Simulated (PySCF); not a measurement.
Correlation energy of Zr⁺ (zirconium, charge +1)

[Kr] 4d2 5s1, high-spin 4F determinant. Computed with PySCF 2.14 in aug-cc-pVTZ-PP with ECP28MDF, with a scalar-relativistic core potential. Frozen: 4s2 4p6; 3 electrons correlated.

| level | correlation energy (mhartree) |
| --- | --- |
| CCSD | -15.87 |
| (T) | -0.15 |
| CCSD(T) | -16.02 |

Diagnostics: T1 = 0.0048, D1 = 0.0101, largest double amplitude 0.027.

Cost of the coupled-cluster step: of the order of 8 core-seconds, for 3 correlated electrons.
